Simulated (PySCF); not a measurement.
CH8FNSi2. Atoms are numbered in the order given.

```xyz
13

Si     1.7170    -0.7250     0.3599
N      0.2479     0.2361     0.4177
C      0.4059     1.6422     0.8176
Si    -1.2919    -0.3032    -0.1460
F     -1.5765     0.1384    -1.6923
H      2.3690    -0.7263     1.7036
H      1.3503    -2.1096    -0.0397
H      2.6994    -0.1625    -0.6153
H     -0.5716     2.0963     1.0461
H      0.8806     2.2524     0.0283
H      1.0248     1.7280     1.7278
H     -2.3548     0.3484     0.6607
H     -1.3307    -1.7833    -0.1048
```
Charge 0, spin multiplicity 1.

The structure is a stationary point at B3LYP-D3(BJ)/def2-SVP. The structure was generated by enumeration, and PubChem lists no compound with its InChIKey, so it may never have been made. The values are those of a single conformer.

Calculation: PBE0/pcSseg-1 (PySCF).

GIAO shieldings, no solvent; atoms alike by connectivity are averaged. δ = σ(ref) − σ: ²⁹Si against TMS (σ = 352.7 ppm); ¹⁵N against NH3 (σ = 267.4 ppm); ¹³C against TMS (σ = 186.3 ppm); ¹⁹F against CFCl3 (σ = 167.2 ppm); ¹H against TMS (σ = 31.56 ppm), references at their B3LYP-D3(BJ)/def2-TZVP geometries, non-relativistic.

```json
[
 {"nucleus": "²⁹Si", "atoms": "Si4", "count": "1", "δ (ppm)": "-8.1"},
 {"nucleus": "²⁹Si", "atoms": "Si1", "count": "1", "δ (ppm)": "-42.2"},
 {"nucleus": "¹⁵N", "atoms": "N2", "count": "1", "δ (ppm)": "40.8"},
 {"nucleus": "¹³C", "atoms": "C3", "count": "1", "δ (ppm)": "39.0"},
 {"nucleus": "¹⁹F", "atoms": "F5", "count": "1", "δ (ppm)": "-168.1"},
 {"nucleus": "¹H", "atoms": "H12, H13", "count": "2", "δ (ppm)": "5.08"},
 {"nucleus": "¹H", "atoms": "H6, H7, H8", "count": "3", "δ (ppm)": "4.93"},
 {"nucleus": "¹H", "atoms": "H9, H10, H11", "count": "3", "δ (ppm)": "3.14"}
]
```
